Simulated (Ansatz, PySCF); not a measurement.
Torsion H4–O1–Se2–Br3 in BrHOSe (SMILES O[Se]Br); at each angle all else is relaxed with GFN2-xTB, and the levels are single points there.
Geometry at 270° (charge 0, multiplicity 1):
```xyz
4

O     -1.0815     0.1344     0.3629
Se     0.3331     1.0498    -0.2201
Br     1.9963     0.0493     0.9984
H     -1.2530    -0.6508    -0.1687
```
Energies count from the point at 270°.

Frozen-core correlation. Filled d and f shells under p-block atoms count as core.

Codes used: Ansatz (Gaussian basis) for Hartree–Fock, density functionals and correlated methods; PySCF for the dispersion terms. Each number belongs to the level named beside it.

Energies in meV.

```csv
dihedral (°),r2SCAN-D3(BJ)/def2-TZVPP,wB97M-V/def2-TZVPP,SCS-MP2/cc-pVQZ,CCSD/cc-pVDZ,CCSD(T)/cc-pVTZ
0,302.4,266.0,271.2,277.5,287.2
30,206.3,181.3,187.0,187.6,196.7
60,49.0,41.2,44.9,41.0,46.8
90,0.0,0.0,0.0,0.0,0.0
120,104.3,100.7,97.0,107.6,101.5
150,278.8,262.8,253.4,279.3,269.2
180,363.3,339.6,326.4,360.5,349.6
210,278.8,262.8,253.4,279.3,269.2
240,104.3,100.7,97.0,107.6,101.5
270,0.0,0.0,0.0,0.0,0.0
300,49.0,41.2,44.9,41.0,46.8
330,206.3,181.3,187.0,187.6,196.7
```

Ansatz is a first-principles code.
